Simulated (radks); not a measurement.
Neutral krypton inside a hard spherical wall (all orbitals vanish at R), configuration held at [Kr] and not refilled when levels cross. All-electron calculation, non-relativistic Kohn-Sham, LDA (Slater exchange, Perdew-Wang correlation), spin-polarised, spherical densities, point nucleus. Program: a radial shooting solver on a logarithmic mesh with Libxc functionals. Eigenvalues in eV for spin up, with the zero of energy where the potential of the charges vanishes at infinity; a dash marks a level that is unbound or too diffuse for the functional's potential to be trusted. A positive occupied level is held by the wall or, in an anion where self-interaction has pushed it up, behind a barrier. The pressure on the wall is -dE/dV.

| R (bohr) | E (hartree) | kinetic (hartree) | e(3p) | e(3d) | e(4s) | e(4p) | e(5s, empty) | e(5p, empty) | pressure (GPa) |
|---|---|---|---|---|---|---|---|---|---|
| free | -2750.13331 | 2747.811 | -192.83 | -83.646 | -22.326 | -9.422 | -0.376 | - | 0 |
| 20 | -2750.13331 | 2747.811 | -192.83 | -83.646 | -22.326 | -9.422 | -0.367 | 0.486 | < 0.0001 |
| 12 | -2750.13331 | 2747.811 | -192.83 | -83.646 | -22.326 | -9.422 | -0.203 | 1.210 | < 0.0001 |
| 10 | -2750.13330 | 2747.811 | -192.83 | -83.645 | -22.325 | -9.421 | 0.041 | 1.827 | 0.000341 |
| 8 | -2750.13306 | 2747.814 | -192.81 | -83.625 | -22.309 | -9.406 | 0.767 | 3.269 | 0.0152 |
| 5 | -2750.09568 | 2748.089 | -191.59 | -82.409 | -21.376 | -8.443 | 7.834 | 13.635 | 5.98 |
| 3 | -2748.81772 | 2753.987 | -177.65 | -68.583 | -10.497 | 4.109 | 55.767 | 68.976 | 653 |
| 2.5 | -2746.62051 | 2762.089 | -165.06 | -56.147 | 1.794 | 18.460 | 103.53 | 119.92 | 2670 |
